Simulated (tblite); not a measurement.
Compound: C4H10O2Si.
Structure used (GFN2-xTB), in Å, numbered top down from 1:
```
atom  x, y, z in Å
C1    -2.1896    1.0543    0.3630
C2    -1.6638   -0.3508    0.1222
O3    -0.2749   -0.3513    0.3751
C4     0.3847   -1.5239    0.1328
C5     1.7116   -1.5529    0.0953
O6     2.5070   -0.4834    0.2625
Si7    2.1273    1.0854    0.5077
H8    -1.9634    1.3637    1.3793
H9    -1.7132    1.7501   -0.3223
H10   -3.2651    1.0783    0.2113
H11   -1.8595   -0.6585   -0.9154
H12   -2.1619   -1.0668    0.7934
H13   -0.2087   -2.4152   -0.0112
H14    2.2480   -2.4762   -0.0680
H15    1.4076    1.6763   -0.6201
H16    1.4080    1.3016    1.7593
H17    3.4989    1.5814    0.5746
```

Computed values, GFN2-xTB/tblite, gas phase, harmonic and unscaled. Against measured fundamentals such values can be off by several per cent, at times by over 20. Modes of hydrogen on silicon can be 10 to 20 % off. One conformer, not necessarily the lowest. The optimisation stopped once no atom felt more than 0.01 eV/Å.

Lowest wavenumbers of the output (negative numbers stand for imaginary wavenumbers):
```
mode    cm-1
  1     -39.9
  2      53.4
  3      81.1
  4     112.9
  5     198.5
  6     202.9
  7     230.1
  8     318.5
  9     418.6
 10     478.8
 11     598.7
 12     630.1
 13     741.7
 14     746.1
 15     765.0
```

Task: Is this structure a minimum?

Result: Not by this Hessian. 1 mode is imaginary beyond 20i (40i cm⁻¹), so at this level the point lies at or near a first-order saddle. The curvature is small, so loose convergence or finite differences may be the whole cause.

Task: Which atoms move in the imaginary mode?

Result: 40i: C2 (sp3 carbon bound to oxygen) 21 %, O3 (ether oxygen) 21 %, H11 (methylene hydrogen) 14 %, H12 (methylene hydrogen) 13 %. These are shares of the mass-weighted motion.

Task: What is the remedy?

Result: Step along that mode in both directions, optimise again with tighter thresholds and repeat the frequencies. The zero-point energy of this point (81.2 kcal/mol) counts the 44 real modes alone, and thermal corrections from it aren't those of a minimum.
